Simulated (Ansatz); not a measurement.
```xyz
9

O     1.760   -0.004   -0.019
Ga    0.777    0.369   -1.464
S    -1.368    0.280   -1.051
Si   -1.296   -0.254    1.029
H     2.709    0.023   -0.155
H     1.396    0.715   -2.846
H    -0.626    0.791    1.836
H    -2.720   -0.356    1.438
H    -0.631   -1.563    1.232
```

Total charge 0; spin multiplicity 1.

Q: List the PBE0/def2-TZVPP orbital energies in eV (Ansatz 0.2.0). (An estimate is asked.)

A: Computed: Occupied: -10147.62, -2422.15, -1802.95, -1253.45, -1109.65, -1109.54, -1109.52, -522.53, -217.52, -161.31, -161.27, -161.20, -151.80, -145.23, -104.80, -104.56, -104.52, -99.92, -99.87, -99.86, -27.60, -23.92, -23.80, -23.76, -23.73, -23.48, -19.84, -14.72, -14.01, -11.83, -10.33, -10.11, -9.67, -9.19, -8.97, -8.57, -7.58. Lowest empty: -1.02, -0.29, 0.21, 0.68, 1.62, 1.64, 2.03, 2.76.
